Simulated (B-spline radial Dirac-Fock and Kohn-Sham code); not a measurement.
**Sr⁺: non-radiative channels of the 3d5/2 vacancy**

System: Sr⁺, configuration [Kr] 5s1.

Method: a relativistic independent-particle model: LDA orbitals of the hole state, radiative multipoles to third order, Auger rates from the Coulomb interaction with a continuum orbital, Dirac-Fock energies. Computed with a B-spline atomic structure program. Kinetic energies are configuration averages from the vacuum level; the two-hole energies are estimated from single-hole states.

```tsv
transition	kinetic energy (eV)	width (meV)	share (%)
M5-N1N1	–	7.63	11.3
M5-N1N2	–	13.6	20.1
M5-N1N3	–	35.2	51.9
M5-N2N2	64.15	0.517	0.8
M5-N2N3	66.33	5.51	8.1
M5-N3N3	67.33	3.56	5.2
M5-N1O1	–	0.525	0.8
M5-N2O1	95.05	0.385	0.6
M5-N3O1	96.26	0.838	1.2
```

A dash stands for an energy that rests on an unreliable hole state.

The listed channels hold 100 % of the non-radiative rate. Summed by principal shells, of 0.0678 eV in all: MNN 97.4 %, MNO 2.6 %.
